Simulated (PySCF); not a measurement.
Job file and geometry (Å, from GFN2-xTB) of an NMR shielding run on `FC([C@@H](B)CCC)=C(F)F`, C₆H₁₀BF₃, GIAO PBE0/pcSseg-1 NMR shielding, non-relativistic, gas phase in PySCF; density fitting, a coarse starting grid and PySCF grid level 2 are the driver's defaults:

```
$ OMP_NUM_THREADS=1 python probes_run.py task.json out

{"job": {"kind": "nmr", "xc": "PBE0", "basis": "pcSseg-1"}, "charge": 0, "multiplicity": 1}
B     -1.947736     1.406587     1.078481
C     -0.982373     0.581887     0.133473
C      0.444802     0.385730     0.688243
C      1.407104    -0.183500    -0.352612
C      2.825110    -0.280924     0.196648
C     -1.552577    -0.738680    -0.278156
F     -1.685543    -1.646413     0.710793
C     -1.940422    -1.082798    -1.498555
F     -2.470815    -2.244478    -1.864681
F     -1.846453    -0.260561    -2.545088
H     -3.089342     1.169551     1.112176
H     -1.503635     2.282247     1.707122
H     -0.900178     1.190980    -0.777953
H      0.817534     1.350437     1.033532
H      0.402334    -0.284767     1.548710
H      1.072586    -1.176929    -0.659258
H      1.404505     0.457079    -1.238187
H      3.190230     0.701651     0.487578
H      2.852889    -0.928746     1.070030
H      3.496833    -0.687675    -0.555332
```

Problem. What does the program print?

Solution. 
```
coarse grid: 17064 points
cycle   1  E = -558.1206739184  dE =  1.220e+00  |g| = 7.785e-01  |ddm| = 3.907e+00
cycle   2  E = -558.0069478363  dE =  1.137e-01  |g| = 1.146e+00  |ddm| = 1.311e+00
cycle   3  E = -558.2324391168  dE = -2.255e-01  |g| = 9.526e-02  |ddm| = 8.295e-01
cycle   4  E = -558.2337312019  dE = -1.292e-03  |g| = 5.156e-02  |ddm| = 1.122e-01
cycle   5  E = -558.2342535721  dE = -5.224e-04  |g| = 1.126e-02  |ddm| = 5.034e-02
cycle   6  E = -558.2342724652  dE = -1.889e-05  |g| = 5.260e-03  |ddm| = 1.286e-02
cycle   7  E = -558.2342786631  dE = -6.198e-06  |g| = 7.746e-04  |ddm| = 4.857e-03
final grid: 166992 points
cycle   8  E = -558.3118467347  dE = -7.127e-05  |g| = 9.853e-03  |ddm| = 4.374e-02
cycle   9  E = -558.3118323135  dE =  1.442e-05  |g| = 1.328e-02  |ddm| = 1.938e-02
cycle  10  E = -558.3118695781  dE = -3.726e-05  |g| = 1.604e-03  |ddm| = 1.104e-02
cycle  11  E = -558.3118700572  dE = -4.790e-07  |g| = 3.789e-04  |ddm| = 1.459e-03
cycle  12  E = -558.3118700861  dE = -2.895e-08  |g| = 1.411e-04  |ddm| = 4.196e-04
cycle  13  E = -558.3118700903  dE = -4.171e-09  |g| = 4.547e-05  |ddm| = 1.584e-04
cycle  14  E = -558.3118700907  dE = -4.334e-10  |g| = 7.637e-06  |ddm| = 4.372e-05
converged SCF energy = -558.3118700907

GIAO shielding tensors (ppm)
atom      isotropic    diamagn.    paramagn.     s11        s22        s33       span
  0 B        6.355     191.107    -184.752    -63.884    -36.664    119.612    183.496
  1 C      138.290     251.540    -113.250    112.967    141.447    160.455     47.489
  2 C      152.928     250.631     -97.703    126.955    157.695    174.134     47.180
  3 C      158.826     248.073     -89.247    143.364    162.391    170.723     27.360
  4 C      170.164     245.024     -74.860    159.192    163.543    187.755     28.563
  5 C       44.120     252.879    -208.759      5.344     42.902     84.113     78.769
  6 F      366.730     474.841    -108.111    301.615    369.615    428.960    127.345
  7 C       19.893     251.189    -231.296    -41.685     44.266     57.099     98.784
  8 F      281.384     469.279    -187.895    261.290    285.988    296.876     35.586
  9 F      299.796     476.407    -176.612    250.187    307.056    342.143     91.956
 10 H       23.535      28.670      -5.134     15.265     26.827     28.515     13.250
 11 H       23.656      29.882      -6.226     15.379     26.890     28.700     13.321
 12 H       29.746      33.157      -3.411     24.655     30.678     33.906      9.251
 13 H       29.832      34.017      -4.185     24.906     28.832     35.758     10.852
 14 H       29.846      33.483      -3.637     25.807     30.172     33.559      7.752
 15 H       29.930      32.617      -2.687     24.267     31.005     34.519     10.251
 16 H       30.518      32.738      -2.220     25.732     30.797     35.024      9.292
 17 H       30.643      28.910       1.732     26.322     28.726     36.880     10.557
 18 H       30.725      29.045       1.680     26.480     28.908     36.788     10.308
 19 H       30.350      27.642       2.707     25.531     27.717     37.801     12.270
```

Size and cost of the density-fitted run: 220 basis functions, 2 min wall time (110 s CPU) on 1 thread of an Intel Xeon, shared host; peak memory 1 GiB.
